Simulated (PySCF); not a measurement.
Isomers of C5H8F3N, one GFN2-xTB conformer each. Single-point energies are computed at PBE0/pcSseg-1 (PySCF, gas phase, no added dispersion term), electronic only.

Question: Rank them by PBE0/pcSseg-1 energy, lowest first (kJ/mol).
A. `[CH3:1][C:2]([CH3:3])([NH2:4])[C:5]([F:6])=[C:7]([F:8])[F:9]` with C1–C2–N4–H 60° and -60°, C1–C2–C5–F6 -60°
B. `[H]/[N:1]=[CH:2]/[CH2:3][CH2:4][CH2:5][C:6]([F:7])([F:8])[F:9]` with N1–C2–C3–C4 5°, C2–C3–C4–C5 -67°, C3–C4–C5–C6 -178°
C. `[CH3:1][NH:2][C@H:3]([CH3:4])[C:5]([F:6])=[C:7]([F:8])[F:9]` with C1–N2–C3–C4 -173°, N2–C3–C5–F6 64°
D. `[H]/[N:5]=[C:4](\[CH2:3][CH2:2][CH3:1])[C:6]([F:7])([F:8])[F:9]` with C1–C2–C3–C4 -179°, C2–C3–C4–N5 -3°
E. `[H]/[N:3]=[C:2](\[CH3:1])[CH2:4][CH2:5][C:6]([F:7])([F:8])[F:9]` with C1–C2–C4–C5 148°, C2–C4–C5–C6 -80°

Answer: E (0.0), B (17.1), D (32.6), A (147.0), C (164.7).

As drawn, the lowest has a C=N bond, which the highest lacks; the highest has a C=C bond outside aromatic rings, which the lowest lacks. GFN2-xTB itself gives, in the same order: 0.0, 27.1, 36.7, 89.1, 85.7. Both levels put the same isomer lowest; measured from each level's own lowest isomer, the values differ by up to 79.0 kJ/mol (CN[C@H](C)C(F)=C(F)F: 85.7 against 164.7).

Question: Which frontier levels, dipoles and rotational constants go with these structures?

Answer: 
```tsv
SMILES	HOMO (eV, PBE0/pcSseg-1)	LUMO (eV)	dipole (D)	A, B, C (MHz)
[H]/N=C(\C)CCC(F)(F)F	-7.55	0.01	3.20	2966, 996.2, 961.8
[H]/N=C/CCCC(F)(F)F	-7.72	-0.25	4.51	3171, 829.3, 762.5
[H]/N=C(\CCC)C(F)(F)F	-8.15	-0.78	3.89	3096, 873.5, 784.1
CC(C)(N)C(F)=C(F)F	-7.16	0.72	2.75	2342, 1248, 983.8
CN[C@H](C)C(F)=C(F)F	-6.76	0.68	1.12	2084, 1120, 994.4
```
